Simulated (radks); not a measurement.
Results of a calculation; reference values are marked as such.
Q: Species: Ne3+. Configuration: [He] 2s2 2p3. Level of theory: scalar-relativistic Kohn-Sham, r2SCAN, spin-polarised, spherical densities, finite nucleus; open shells are filled with parallel spins first; meta-GGA in the generalised Kohn-Sham scheme; Fermi nuclear charge, rms radius 3.0055 fm (a radial shooting solver on a logarithmic mesh with Libxc functionals). Some entries of the table are withheld. Estimate them.

| orbital | occ. | eigenvalue (eV) | <r^2> (bohr^2) | <r> (bohr) |
|---|---|---|---|---|
| 1s up | 1 | -922.7856 | (1) | 0.1580 |
| 1s down | 1 | -918.0859 | (2) | 0.1570 |
| 2s up | 1 | -109.2121 | 0.7300 | 0.7848 |
| 2s down | 1 | -98.1839 | 0.7858 | 0.8132 |
| 2p up | 3 | -85.2938 | 0.6805 | 0.7411 |
| 2p down | 0 | -73.2632 | 0.7687 | 0.7852 |

A: 
(1) 1s up <r^2> (bohr^2): 0.03370
(2) 1s down <r^2> (bohr^2): 0.03321
